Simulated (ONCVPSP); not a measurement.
## What one change does to a pseudopotential (Be, ONCV)

```json
{
 "Element": "Be",
 "Generator": "ONCVPSP 4.0.1",
 "Type": "optimised norm-conserving Vanderbilt (ONCV)",
 "Functional": "PBEsol",
 "Relativity": "scalar-relativistic",
 "Frozen core": "[He]",
 "Valence charge": "2",
 "Reference configuration": "2s1 (charge +1)",
 "Partial waves": "2s: rc 1.90 bohr, ncon 4, nbas 8, qcut 4 1/bohr, 1 projector; p scattering state at 0.03 Ha: rc 1.95 bohr, ncon 5, nbas 8, qcut 5 1/bohr, 3 projectors, debl 3.9 Ha; d scattering state at 0.12 Ha: rc 2.00 bohr, ncon 5, nbas 8, qcut 5.4 1/bohr, 2 projectors, debl 0.9 Ha",
 "Local potential": "polynomial inside 1.65 bohr (lpopt 5, dvloc0 3 Ha)",
 "Core correction": "polynomial model core, fcfact 0.6"
}
```

In the p channel the program set the typed energies aside and used 0.050, 3.950, 7.850 Ha.

Change: all radii but the core radius scaled by about 1.09 (s 2.08, p 2.14, d 2.18 bohr); local potential polynomial inside 1.80 bohr (lpopt 5, dvloc0 3 Ha).

Cutoffs: the cutoffs (Ha) at which the residual kinetic energy of the hardest occupied pseudo-wave falls to 1 and 0.1 mHa per electron; they do not see the model core or the augmentation charge, which bear on the density cutoff. Errors are all-electron minus pseudo energies relative to the spin-unpolarised reference configuration.

Task: How do hardness, ghosts and transferability respond?

Result: The potential gets softer (6.0 Ha and 8.9 Ha → 5.5 Ha and 7.6 Ha); of the 4 tests that both files solve, the error grows in 2 and shrinks in 2 by more than 15 % and 0.3 meV (median size 7.9 → 8.2 meV); neither file shows a bound ghost. A larger radius leaves more room for a smooth pseudo-wave, so fewer plane waves are needed.

```tsv
quantity	base	changed
cutoff, loose	6.0 Ha	5.5 Ha
cutoff, tight	8.9 Ha	7.6 Ha
bound ghosts	none	none
GHOST(+) flags under 300 eV	none	none
error for 2s2, meV [ΔE -9.46 eV]	+7.3	+5.6
error for 2s1.5, meV [ΔE -5.74 eV]	+2.4	+1.8
error for 2s1 2p1, meV [ΔE -5.86 eV]	+8.4	+11
error for 2s0 2p2, meV [ΔE -2.25 eV]	+14	+18
rms error of d²Exc/dni dnj with the model core, mHa	0.54	0.24
```

Base: The cutoffs count occupied waves only; projector 2 of the p channel, the hardest unoccupied one, needs 44 Ha at the loose tolerance. Changed file: The cutoffs count occupied waves only; projector 2 of the p channel, the hardest unoccupied one, needs 42 Ha at the loose tolerance.
